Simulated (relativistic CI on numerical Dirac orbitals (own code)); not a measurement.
Ta4+ (5d) in a crystal field

Calculated by Dirac-Coulomb-Breit CI, orbitals from a KLI potential per configuration, a model potential for QED, valence Slater integrals scaled by 0.65, one configuration in a parametric crystal field (own radial code).

Field parameters in Wybourne normalisation: Oh B⁴₀ = 21Dq, B⁴₄ = √(5/14) B⁴₀. The field is a parameter set, without covalency.

S is read from ⟨S²⟩ = S(S + 1).

Levels (cm⁻¹, degeneracy): 0 (4), 3895 (2), 23988 (4).

Task: Which field gives this pattern?
A. Oh, 10Dq = 22100 cm⁻¹
B. Oh, 10Dq = 42500 cm⁻¹
C. Oh, 10Dq = 28900 cm⁻¹
D. Oh, 10Dq = 8500 cm⁻¹

Result: A. Oh, 10Dq = 22100 cm⁻¹, ground level with S = 0.50.
